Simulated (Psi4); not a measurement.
Dimer: CHN (SMILES C#N) (first 3 atoms) with H2 (SMILES [H][H]); geometry from B3LYP-D3(BJ)/def2-TZVP, rigid monomers moved along the line of their centres of mass till N2···H4 is 3.94 Å.
(charge 0, multiplicity 1):
```xyz
5

C      0.170     0.568    -0.697
N      0.099     0.346     0.425
H      0.236     0.775    -1.741
H     -0.126    -0.365     4.291
H     -0.168    -0.496     5.023
```

Computed with SAPT0/jun-cc-pV(D+d)Z in Psi4.

Q: Which attractive term is largest, and how does the interaction split up?

A: electrostatics -0.6, exchange 0.1, induction -0.1, dispersion -0.2, total -0.9 kJ/mol; the largest attraction is electrostatics.
